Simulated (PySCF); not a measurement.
C2H7Bi. Atoms are numbered in the order given.

```xyz
10

Bi    -0.0233     0.2934     0.0000
H      1.7853     0.4352     0.0000
C      0.0087    -1.2945     1.6655
H      0.2685    -0.8163     2.6202
H     -0.9930    -1.7415     1.7374
H      0.7482    -2.0671     1.4178
C      0.0087    -1.2945    -1.6655
H      0.2685    -0.8163    -2.6202
H      0.7482    -2.0671    -1.4178
H     -0.9930    -1.7415    -1.7374
```

Geometry: B3LYP-D3(BJ)/def2-SVP. The def2 effective core potentials stand for the cores of Bi; spin–orbit coupling is left out.

These are PBE0/def2-TZVPD run with PySCF values and carry that method's errors.

Symmetry labels are those of the subgroup Cs that the program uses (full group Cs).

Q: List the valence orbital energies around the gap with their symmetry. (An estimate is asked for; the answer gives what the named calculation found.)

A: 
| orbital | symmetry | energy (eV) |
|---|---|---|
| HOMO−7 | A' | -15.54 |
| HOMO−6 | A' | -11.35 |
| HOMO−5 | A' | -11.30 |
| HOMO−4 | A" | -11.02 |
| HOMO−3 | A" | -10.95 |
| HOMO−2 | A' | -8.29 |
| HOMO−1 | A" | -7.84 |
| HOMO | A' | -6.88 |
| LUMO | A" | -0.32 |
| LUMO+1 | A' | -0.24 |
| LUMO+2 | A' | 0.10 |
| LUMO+3 | A' | 0.97 |
